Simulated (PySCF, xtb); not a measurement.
Sn(H)(SH) (H₂SSn), SMILES [SH][SnH] (connectivity only; charge and spin as stated), neutral, multiplicity 1.

Harmonic wavenumbers (cm⁻¹) from xtb 6.7.1 with GFN2-xTB at its own minimum, in rising order: 346, 350, 450, 638, 1352, 2369.

Task: What does PySCF with B3LYP-D3(BJ)/def2-TZVP give at its own minimum? (An estimate is asked for; the answer gives what the named calculation found.)

Result: 333, 483, 504, 739, 1701, 2666. Paired by order, the mean absolute difference is 158 cm⁻¹ and the zero-point energies are 7.9 and 9.2 kcal/mol.
